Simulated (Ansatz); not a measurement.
Reaction (ligand exchange at the Si–C bond): `CC[Si]N` + H–F → `N[Si]F` + `CC`

Gas-phase electronic energies from Ansatz, PBE0-D4/def2-TZVP geometries. CCSD(T)/CBS is the MP2 limit (def2-TZVPP, def2-QZVPP) plus CCSD(T) − MP2 in def2-TZVPP, frozen cores. This one scheme is used for every species. Each species was taken in one conformer, which may not be the lowest.

```tsv
species	MP2/def2-QZVPP energy (Eh)
`CC[Si]N`	-423.98777
H–F	-100.36692
`N[Si]F`	-444.76700
`CC`	-79.65753
```

Problem. Work out ΔE.

Solution. ΔE = (-444.76700) + (-79.65753) − (-423.98777) − (-100.36692) = -0.06984 Eh = -183.4 kJ/mol. CCSD(T)/CBS gives -183.1 kJ/mol.

Problem. What do rigid-rotor, harmonic-oscillator terms from PBE0-D4/def2-TZVP frequencies (298.15 K, 1 bar) make of the CCSD(T)/CBS value? (An estimate is asked.)

Solution. Ansatz gave: ΔZPE = +5.8 kJ/mol, ΔH = -179.9 kJ/mol, ΔS = 8 J/(mol·K), ΔG = -182.1 kJ/mol.

Largest T1 diagnostic among the species: 0.014.

Leaving LDA and LC-ωPBE aside and taking each functional with its dispersion term where it has one, the values, not all of them listed here, spread over 27.8 kJ/mol, from CAM-B3LYP-D4 to revPBE-D4. LDA lies +9.6 kJ/mol from PBE without D4. The D4 term adds +11.9 kJ/mol with B3LYP and +6.5 kJ/mol with PBE0; it sums over pairs of atoms, weighted by their polarisabilities, and B3LYP, whose exchange is more repulsive, gets the larger term. In def2-TZVPP, CCSD(T) changes the Hartree–Fock value by +31.7 kJ/mol (the triples alone add +4.6 kJ/mol) and MP2 by +32.6 kJ/mol.

B3LYP here is the variant with VWN-RPA as its local correlation; programs differ in this.
